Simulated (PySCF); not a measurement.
# Exercise with solution: chemical shift, span and skew from a shielding tensor

K(OtBu) (C4H9KO), SMILES CC(C)(C)[O][K]. Atoms are numbered in the order given.

```xyz
15

K      0.0000     0.0000     2.5427
O      0.0000     0.0000     0.3055
C      0.0000     0.0000    -1.0665
C      1.2570    -0.7257    -1.6037
C     -1.2570    -0.7257    -1.6037
C      0.0000     1.4514    -1.6037
H      1.3049    -0.7534    -2.7066
H      1.2707    -1.7625    -1.2285
H      2.1617    -0.2192    -1.2285
H     -1.2707    -1.7625    -1.2285
H     -1.3049    -0.7534    -2.7066
H     -2.1617    -0.2192    -1.2285
H      0.8910     1.9817    -1.2285
H     -0.8910     1.9817    -1.2285
H      0.0000     1.5068    -2.7066
```

Geometry optimised at B3LYP-D3(BJ)/def2-SVP. The isomer is the one that the SMILES or the coordinates give; other isomers of the formula were not compared.

GIAO shieldings from PBE0/pcSseg-1 (PySCF), non-relativistic, no solvent. The symmetric part of the tensor of C4 has the principal values 126.2, 127.9, 182.8 ppm. The same nucleus in TMS has σ = 186.3 ppm at this level (PySCF, at its B3LYP-D3(BJ)/def2-TZVP geometry).

Work out the isotropic shielding, the ¹³C shift against TMS, the span and the skew.


σ(iso) = (σ11 + σ22 + σ33)/3 = 145.6 ppm. δ = σ(ref) − σ(iso) = 186.3 − (145.6) = 40.7 ppm.
Span Ω = σ33 − σ11 = 56.6 ppm. Skew κ = 3(σ(iso) − σ22)/Ω = 0.94. Tumbling in solution averages the tensor to δ; in a static solid the shielding alone would spread this spin-1/2 line over Ω.
